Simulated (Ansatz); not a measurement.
Cost and result up the ladder for Si(OMe)2 (C₂H₆O₂Si) (11 atoms). Charge 0, multiplicity 1. Geometry: PBE0-D4/def2-SVP.

```xyz
11

C     1.5136    1.4312    1.5781
C    -1.4932   -1.3616   -1.6572
O     0.7925    0.9187    0.4924
O    -0.6481   -0.4193   -1.0576
Si   -0.1356   -0.4636    0.5262
H     1.1791    2.4577    1.7996
H     2.5872    1.4710    1.3318
H     1.3954    0.8266    2.4974
H    -1.7966   -2.1697   -0.9647
H    -0.9874   -1.8240   -2.5205
H    -2.4068   -0.8669   -2.0254
```

Ansatz on 2 threads of Intel Xeon Platinum 8259CL on a shared host. Times are rough, and most runs start from the orbitals of an earlier one. CAM-B3LYP-D4/def2-TZVP serves as the yardstick here, not as an exact answer. Differences are given only for rows in sets of like size (and for xTB, whose basis is part of the method), since another set adds its own error. Binding counts from free atoms at the same level (C triplet, O triplet, Si triplet, H doublet; other spins of the atoms weren't run), without zero-point energy or a counterpoise term.

Correlated methods freeze 9 core orbitals. The rows differ in basis, and correlated rows in double-zeta sets carry the largest basis error. Another isomer (singlet) lies 0.48 eV lower at PBE0-D4/def2-TZVP; other spin states weren't run for this one.

Correlated methods converge slowly with the basis, most of all in double-zeta sets.

```
                         level  functions  wall time  binding energy per atom (eV)  difference from CAM-B3LYP-D4/def2-TZVP (eV)
                     HF/STO-3G         35     0.25 s                          3.30                                            –
               PBE-D4/def2-SVP        104      1.6 s                          4.12                                            –
              PBE0-D4/def2-SVP        104        2 s                          4.02                                            –
                  HF/def2-TZVP        197      2.3 s                          2.88                                        -1.17
             BLYP-D4/def2-TZVP        197      2.6 s                          4.04                                        -0.01
PBE-D4/def2-TZVP (with forces)        197      3.4 s                          4.11                                         0.06
                 MP2/def2-TZVP        197      3.6 s                          3.95                                        -0.09
             PBE0-D4/def2-TZVP        197      3.7 s                          4.01                                        -0.04
        CAM-B3LYP-D4/def2-TZVP        197      4.1 s                          4.05                                         0.00
           r2SCAN-D4/def2-TZVP        197      4.2 s                          4.02                                        -0.02
              CCSD(T)/def2-SVP        104      8.5 s                          3.79                                            –
```
